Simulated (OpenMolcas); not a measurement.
Ag5+: the spin-orbit constant, worked from levels

- Program: OpenMolcas 26.06
- Basis: ANO-RCC-VQZP [8s7p5d3f2g1h]
- Scalar Hamiltonian: DKH2, point nucleus
- Active space: 6 electrons in 10 orbitals (4d 5d)
- State averaging: 2S+1 = 5 even, 5 roots; 2S+1 = 3 even, 45 roots; 2S+1 = 1 even, 49 roots
- Spin-orbit coupling: RASSI with atomic mean-field integrals over the reference wave functions, term energies averaged over their components

Methods: CASSCF; MS-CASPT2, IPEA 0.25 Eh, imaginary shift 0.1 Eh (closed shells correlated: 4s 4p). Measured levels: the list in Gamrath, thesis, University of Mons (2023).

**The spin-orbit constant.** For the Hund term ⁵D of d6, E(J) = (A/2) J(J+1) + constant and ζ = -2S·A = -4A. From J = 0 to J = 4 the energy changes by 10 A.

```tsv
Source	E(4) - E(0)	A	ζ
CASSCF	-5130.7	-513.1	2052
MS-CASPT2	-5088.3	-508.8	2035
measured	-5380.0	-538.0	2152
```

All in cm-1. MS-CASPT2 is off by -5.4 % and CASSCF by -4.6 %. Both methods take the spin-orbit matrix elements from the reference wave functions, so the second can move ζ only through the term energies and any multistate remixing. Second-order mixing with other terms is absorbed into this ζ.

Active for correlation alone: 5d; no level in the range computed is led by a configuration that fills it, so any true level of that kind is missing. Without dynamic correlation excited terms often stand tens of per cent too high (terms of higher spin than the ground term too low), and those without a measured partner can miss by more than the paired ones (holds for CASSCF). Measured partners are found by configuration, term and J. A level has none where our copy of the source lacks it or the pairing is in doubt (some pairs that miss far off the trend of their configuration count as doubtful), and it then counts in no deviation. Levels of configurations outside the active space are missing.
